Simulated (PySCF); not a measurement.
# Electron correlation in Ne²⁺ (neon, charge +2)

[He] 2s2 2p4, high-spin 3P determinant. All numbers are calculated (PySCF 2.14, the spin-free X2C one-electron Hamiltonian (Gaussian nucleus), in dyall-av3z). Frozen: 1s2; 6 electrons correlated; the 14 highest virtual orbitals of each spin left out.

```csv
level,correlation energy (mhartree)
CCSD,-166.80
(T),-1.72
CCSD(T),-168.52
```

Diagnostics: T1 = 0.0028, D1 = 0.0064, largest double amplitude 0.021.

Is a single reference adequate?

Yes: T1 lies below 0.03 and no double amplitude reaches 0.07.
